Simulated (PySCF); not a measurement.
bromine (Br2), SMILES BrBr. Geometry optimised at B3LYP-D3(BJ)/def2-TZVP.

TDA-PBE/def2-TZVPD (PySCF) puts the lowest singlet excitations at 2.63, 2.63, 4.58, 4.58, 7.11, 7.11 eV.

### Question
What are the lowest excitation roots from ADC(2)/aug-cc-pVDZ in PySCF? (An estimate is asked for; the answer gives what the named calculation found.)

### Answer
3.01, 3.01, 5.24, 5.24, 8.00, 8.00 eV. S1 differs by 0.38 eV (second minus first; roots are paired by order, and the bases may differ).
